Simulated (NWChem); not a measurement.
System: AlH3S2O; SMILES [OH][Al]([SH])[SH]

Here is an NWChem input.

```
start job
memory heap 200 mb stack 900 mb global 1100 mb
geometry units angstroms
  Al     0.360687    -0.164988     0.050313
  O      1.773732    -0.932937     0.357130
  H      2.641220    -1.298631     0.453128
  S     -1.415707    -0.774107     1.201187
  H     -0.711253    -1.709572     1.818951
  S      0.200864     1.422245    -1.454906
  H     -1.093223     1.614803    -1.216328
end
basis spherical
  * library def2-svp
end
dft
  xc pbe0
  iterations 150
end
driver
  maxiter 120
end
task dft optimize
task dft freq
```

Excerpt of the output:

```
             Northwest Computational Chemistry Package (NWChem) 7.3.0
             --------------------------------------------------------

 C1  symmetry detected

                             Geometry "geometry" -> ""
                             -------------------------

 Output coordinates in angstroms (scale by  1.889725989 to convert to a.u.)

  No.       Tag          Charge          X              Y              Z
 ---- ---------------- ---------- -------------- -------------- --------------
    1 Al                  13.0000     0.38929225     0.01777025     0.00162550
    2 O                    8.0000     2.02186654    -0.10583576     0.00050891
    3 H                    1.0000     2.96670927    -0.05381242     0.00750431
    4 S                   16.0000    -0.78643192    -1.84469725     0.00141141
    5 H                    1.0000     0.32507417    -2.56213440    -0.05169910
    6 S                   16.0000    -0.63156994     1.95899902    -0.00110815
    7 H                    1.0000    -1.83948538     1.40279133     0.01413987

 Effective nuclear repulsion energy (a.u.)     246.4088489018

                                Z-matrix (autoz)
                                --------

 Units are Angstrom for bonds and degrees for angles

      Type          Name      I     J     K     L     M      Value
      ----------- --------  ----- ----- ----- ----- ----- ----------
    1 Stretch                  1     2                       1.63725
    2 Stretch                  1     4                       2.20252
    3 Stretch                  1     6                       2.19329
    4 Stretch                  2     3                       0.94630
    5 Stretch                  4     5                       1.32400
    6 Stretch                  6     7                       1.32991
    7 Bend                     1     2     3               172.50449
    8 Bend                     1     4     5                90.57746
    9 Bend                     1     6     7                93.01356
   10 Bend                     2     1     4               117.93334
   11 Bend                     2     1     6               122.06883
   12 Bend                     4     1     6               119.99769
   13 Torsion                  2     1     4     5          -2.25184
   14 Torsion                  2     1     6     7        -179.42925
   15 Torsion                  3     2     1     4        -176.48088
   16 Torsion                  3     2     1     6           3.65490
   17 Torsion                  4     1     6     7           0.70926
   18 Torsion                  5     4     1     6         177.61531

                           NWChem Geometry Optimization
                           ----------------------------

 maximum gradient threshold         (gmax) =   0.000450
 rms gradient threshold             (grms) =   0.000300
 maximum cartesian step threshold   (xmax) =   0.001800
 rms cartesian step threshold       (xrms) =   0.001200
 fixed trust radius                (trust) =   0.300000
 source of zmatrix                         =   autoz

          -------------------
          Energy Minimization
          -------------------

 Using diagonal initial Hessian
 Scaling for Hessian diagonals: bonds = 1.00  angles = 0.25  torsions = 0.10

          --------
          Step   0

                                 NWChem DFT Module
                                 -----------------

 Summary of "ao basis" -> "ao basis" (spherical)
 ------------------------------------------------------------------------------
       Tag                 Description            Shells   Functions and Types
 ---------------- ------------------------------  ------  ---------------------
 Al                         def2-svp                 8       18   4s3p1d
 O                          def2-svp                 6       14   3s2p1d
 H                          def2-svp                 3        5   2s1p
 S                          def2-svp                 8       18   4s3p1d

            General Information
            -------------------
          SCF calculation type: DFT
          Wavefunction type:  closed shell.
          No. of atoms     :     7
          No. of electrons :    56
           Alpha electrons :    28
            Beta electrons :    28
          Charge           :     0
          Spin multiplicity:     1
          Use of symmetry is: off; symmetry adaption is: off
          Maximum number of iterations: 150
          AO basis - number of functions:    83
                     number of shells:    39
          Convergence on energy requested:  1.00D-06
          Convergence on density requested:  1.00D-05
          Convergence on gradient requested:  5.00D-04

              XC Information
              --------------
                         PBE0 Method XC Functional
                     Hartree-Fock (Exact) Exchange  0.250
          PerdewBurkeErnzerhof Exchange Functional  0.750
            Perdew 1991 LDA Correlation Functional  1.000 local
           PerdewBurkeErnz. Correlation Functional  1.000 non-local

             Grid Information
             ----------------
          Grid used for XC integration:  medium
          Radial quadrature: Mura-Knowles
          Angular quadrature: Lebedev.
          Tag              B.-S. Rad. Rad. Pts. Rad. Cut. Ang. Pts.
          ---              ---------- --------- --------- ---------
          Al                  1.25       88           8.0       590
          O                   0.60       49          11.0       434
          H                   0.35       45          12.0       434
          S                   1.00       88          12.0       590
          Grid pruning is: on
          Number of quadrature shells:   448
          Spatial weights used:  Erf1

      Superposition of Atomic Density Guess
      -------------------------------------

 Sum of atomic energies:       -1112.67504501

      Non-variational initial energy
      ------------------------------

 Total energy =   -1113.647852
 1-e energy   =   -2030.452276
 2-e energy   =     670.395575
 HOMO         =      -0.325114
 LUMO         =      -0.005472

   convergence    iter        energy       DeltaE   RMS-Dens  Diis-err
 ---------------- ----- ----------------- --------- --------- ---------
 d= 0,ls=0.0,diis     1  -1115.0434834966 -1.36D+03  1.42D-02  7.35D-01
 d= 0,ls=0.0,diis     2  -1115.0015370144  4.19D-02  8.09D-03  1.24D+00
 d= 0,ls=0.0,diis     3  -1115.1231813036 -1.22D-01  1.63D-03  3.05D-02
 d= 0,ls=0.0,diis     4  -1115.1259371313 -2.76D-03  6.95D-04  2.97D-03
 d= 0,ls=0.0,diis     5  -1115.1264162216 -4.79D-04  1.32D-04  9.46D-05
  Resetting Diis
 d= 0,ls=0.0,diis     6  -1115.1264304813 -1.43D-05  2.38D-05  3.96D-06
 d= 0,ls=0.0,diis     7  -1115.1264311570 -6.76D-07  9.29D-06  2.06D-07

         Total DFT energy =    -1115.126431156962
      One electron energy =    -2034.131663262217
           Coulomb energy =      751.988870035999
    Exchange-Corr. energy =      -79.392486832540
 Nuclear repulsion energy =      246.408848901797

 Numeric. integr. density =       55.999997383598

                       DFT Final Molecular Orbital Analysis
                       ------------------------------------

 Vector   26  Occ=2.000000D+00  E=-3.063664D-01
              MO Center= -2.7D-01, -4.9D-02, -1.7D-04, r^2= 5.3D+00
   Bfn.  Coefficient  Atom+Function         Bfn.  Coefficient  Atom+Function
  ----- ------------  ---------------      ----- ------------  ---------------
    72      0.350240  6 S  py                49      0.292179  4 S  py
    48      0.270967  4 S  px                69      0.269434  6 S  py
    23      0.258272  2 O  py                46      0.223771  4 S  py
    26      0.191369  2 O  py                45      0.187526  4 S  px
     9     -0.160558  1 Al py                66      0.154383  6 S  py

 Vector   27  Occ=2.000000D+00  E=-2.845215D-01
              MO Center= -4.9D-01,  2.0D-01, -1.4D-03, r^2= 4.8D+00
   Bfn.  Coefficient  Atom+Function         Bfn.  Coefficient  Atom+Function
  ----- ------------  ---------------      ----- ------------  ---------------
    73      0.437327  6 S  pz                50      0.394807  4 S  pz
    70      0.304929  6 S  pz                47      0.275405  4 S  pz
    67      0.175506  6 S  pz                44      0.158635  4 S  pz
    24     -0.151113  2 O  pz                27     -0.131011  2 O  pz
    13      0.128175  1 Al pz                10      0.096605  1 Al pz

 Vector   28  Occ=2.000000D+00  E=-2.683513D-01
              MO Center= -6.8D-01, -1.1D-01,  1.4D-03, r^2= 4.9D+00
   Bfn.  Coefficient  Atom+Function         Bfn.  Coefficient  Atom+Function
  ----- ------------  ---------------      ----- ------------  ---------------
    50      0.491543  4 S  pz                73     -0.453181  6 S  pz
    47      0.326942  4 S  pz                70     -0.301307  6 S  pz
    44      0.188879  4 S  pz                67     -0.173942  6 S  pz
    15     -0.065276  1 Al d -1

 Vector   29  Occ=0.000000D+00  E=-8.189744D-03
              MO Center=  4.1D-01, -1.6D-02,  1.0D-02, r^2= 5.4D+00
   Bfn.  Coefficient  Atom+Function         Bfn.  Coefficient  Atom+Function
  ----- ------------  ---------------      ----- ------------  ---------------
     4      1.216953  1 Al s                 21     -0.431654  2 O  s
    41     -0.408350  4 S  s                 64     -0.379061  6 S  s
    72      0.365785  6 S  py                49     -0.309841  4 S  py
    48     -0.234035  4 S  px                34      0.232583  3 H  s
     2      0.218746  1 Al s                 63     -0.200261  6 S  s

[...]

      ----------------------
      Optimization converged
      ----------------------

  Step       Energy      Delta E   Gmax     Grms     Xrms     Xmax
  ---- ---------------- -------- -------- -------- -------- --------
@   15   -1115.13062236 -2.8D-07  0.00009  0.00003  0.00077  0.00171
                                     ok       ok       ok       ok

                                Z-matrix (autoz)
                                --------

 Units are Angstrom for bonds and degrees for angles

      Type          Name      I     J     K     L     M      Value     Gradient
      ----------- --------  ----- ----- ----- ----- ----- ---------- ----------
    1 Stretch                  1     2                       1.69564    0.00007
    2 Stretch                  1     4                       2.17761    0.00002
    3 Stretch                  1     6                       2.18281    0.00003
    4 Stretch                  2     3                       0.95768    0.00009
    5 Stretch                  4     5                       1.35252    0.00003
    6 Stretch                  6     7                       1.35181    0.00001
    7 Bend                     1     2     3               128.68524    0.00000
    8 Bend                     1     4     5                91.89161    0.00001
    9 Bend                     1     6     7                93.55314    0.00003
   10 Bend                     2     1     4               116.91056    0.00001
   11 Bend                     2     1     6               122.00539   -0.00003
   12 Bend                     4     1     6               121.08402    0.00002
   13 Torsion                  2     1     4     5           0.38643    0.00000
   14 Torsion                  2     1     6     7        -179.34976    0.00001
   15 Torsion                  3     2     1     4        -178.57408    0.00003
   16 Torsion                  3     2     1     6           1.48855    0.00003
   17 Torsion                  4     1     6     7           0.71545    0.00001
   18 Torsion                  5     4     1     6        -179.67558   -0.00000

                         Geometry "geometry" -> "geometry"
                         ---------------------------------

 Output coordinates in angstroms (scale by  1.889725989 to convert to a.u.)

  No.       Tag          Charge          X              Y              Z
 ---- ---------------- ---------- -------------- -------------- --------------
    1 Al                  13.0000     0.40614342    -0.07224058    -0.00875759
    2 O                    8.0000     2.08508243    -0.30958526    -0.01308743
    3 H                    1.0000     2.78241730     0.34638236     0.01091038
    4 S                   16.0000    -0.84156970    -1.85688273    -0.02423368
    5 H                    1.0000     0.24071648    -2.66802715    -0.02418126
    6 S                   16.0000    -0.48022507     1.92241973     0.00932496
    7 H                    1.0000    -1.74710987     1.45101439     0.02240738

 Effective nuclear repulsion energy (a.u.)     245.9407081991

                Final and change from initial internal coordinates
                --------------------------------------------------

                                Z-matrix (autoz)
                                --------

 Units are Angstrom for bonds and degrees for angles

[...]

 Rotational Constants
 --------------------
 A=   0.147333 cm-1  (  0.211974 K)
 B=   0.070346 cm-1  (  0.101210 K)
 C=   0.047613 cm-1  (  0.068503 K)

 Temperature                      =   298.15K
 frequency scaling parameter      =   1.0000

 Zero-Point correction to Energy  =   20.436 kcal/mol  (  0.032567 au)
 Thermal correction to Energy     =   24.990 kcal/mol  (  0.039824 au)
 Thermal correction to Enthalpy   =   25.582 kcal/mol  (  0.040768 au)

 Total Entropy                    =   83.898 cal/mol-K
   - Translational                =   39.983 cal/mol-K (mol. weight = 109.9441)
   - Rotational                   =   27.570 cal/mol-K (symmetry #  =        1)
   - Vibrational                  =   16.345 cal/mol-K

 Cv (constant volume heat capacity) =   23.092 cal/mol-K
   - Translational                  =    2.979 cal/mol-K
   - Rotational                     =    2.979 cal/mol-K
   - Vibrational                    =   17.134 cal/mol-K

[normal modes left out]

 ----------------------------------------------------------------------------
 Normal Eigenvalue ||           Projected Infra Red Intensities
  Mode   [cm**-1]  || [atomic units] [(debye/angs)**2] [(KM/mol)] [arbitrary]
 ------ ---------- || -------------- ----------------- ---------- -----------
    1       -0.000 ||    0.000026           0.001         0.025       0.006
    2       -0.000 ||    0.000032           0.001         0.031       0.008
    3       -0.000 ||    0.000273           0.006         0.267       0.066
    4       -0.000 ||    0.000016           0.000         0.016       0.004
    5        0.000 ||    0.000152           0.004         0.148       0.036
    6        0.000 ||    0.000092           0.002         0.089       0.022
    7      123.096 ||    0.009313           0.215         9.079       2.236
    8      142.372 ||    0.075239           1.736        73.346      18.064
    9      185.704 ||    0.015434           0.356        15.046       3.706
   10      209.680 ||    0.022504           0.519        21.938       5.403
   11      245.835 ||    0.003281           0.076         3.198       0.788
   12      292.107 ||    0.111495           2.572       108.691      26.769
   13      400.797 ||    0.004780           0.110         4.660       1.148
   14      508.781 ||    0.124903           2.882       121.762      29.988
   15      564.393 ||    0.112376           2.593       109.550      26.981
   16      635.466 ||    0.034124           0.787        33.265       8.193
   17      667.286 ||    0.116433           2.686       113.505      27.954
   18      901.799 ||    0.106713           2.462       104.029      25.621
   19     2712.688 ||    0.002153           0.050         2.099       0.517
   20     2715.176 ||    0.000754           0.017         0.735       0.181
   21     3996.822 ||    0.134577           3.105       131.192      32.311
 ----------------------------------------------------------------------------
```

Level: PBE0/def2-SVP.
